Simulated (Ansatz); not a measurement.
Two isomers of C2H9NOSi: A = `C[Si](C)(N)O`, B = `COCN[SiH3]`.

Gas-phase electronic energies from Ansatz, PBE0-D4/def2-TZVP geometries. CCSD(T)/CBS adds triple-zeta CCSD(T) − MP2 to the extrapolated MP2 energy (def2 sets, frozen cores). DFT in def2-TZVPP. B3LYP here is the variant with VWN-RPA as its local correlation; programs differ in this. One conformer a species, not always the lowest.

**Question.** Which isomer does CCSD(T)/CBS put lower? Give the gap. (Best estimate.)

**Answer.** The calculation gave: A, by 347.7 kJ/mol.

**Question.** Give E(B) − E(A) in kJ/mol with HF/def2-TZVPP, MP2/def2-TZVPP, PBE0-D4, B3LYP, ωB97M-V, CCSD(T)/def2-TZVPP, CCSD/def2-TZVPP. (An estimate is asked.)

**Answer.** Ansatz gave: HF/def2-TZVPP 324.1, MP2/def2-TZVPP 353.1, PBE0-D4 335.1, B3LYP 328.8, ωB97M-V 343.2, CCSD(T)/def2-TZVPP 337.0, CCSD/def2-TZVPP 337.8. None reverses the order clearly.

Largest T1 diagnostic: 0.011.

In def2-TZVPP, CCSD(T) changes the Hartree–Fock value by +12.9 kJ/mol (the triples alone add −0.8 kJ/mol) and MP2 by +29.0 kJ/mol. From PBE to PBE0 (25 % exact exchange), in def2-TZVPP and without D4, E(B) − E(A) moves by +8.7 kJ/mol.
